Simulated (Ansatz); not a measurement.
Molecule: GaH2, charge 0, multiplicity 2. SMILES: [GaH2]
Structure (B3LYP-D3(BJ)/def2-TZVP (Ansatz, a program for electronic structure) minimum search):
```
Ga
H 1 1.6011
H 1 1.6011 2 119.92
```
Charge 0, spin multiplicity 2.

Property: vertical ionisation energy (to the singlet state of charge +1; each state is the SCF solution reached for its spin), in eV. Valence correlation only, unless marked. Open shells are spin-unrestricted. No spin-orbit coupling. Frozen are the shells of the preceding noble gas and the d and f shells that filled before the atom's block. Non-relativistic. CBS marks a two-point X^-3 extrapolation of the correlation energy; Hartree-Fock from the larger set.

CCSD(T)/CBS(aug-cc-pVTZ,aug-cc-pVQZ) (Ansatz) gives 7.83 eV.

Task: Another calculation gave 8.03 eV. Which level was it?
(A) PBE0/def2-TZVPD (Ansatz)
(B) r2SCAN/def2-TZVPD (Ansatz)
(C) B2PLYP/def2-TZVPD (Ansatz)

Result: A, PBE0/def2-TZVPD (Ansatz). The others give 8.17 (r2SCAN), 7.92 (B2PLYP) eV.
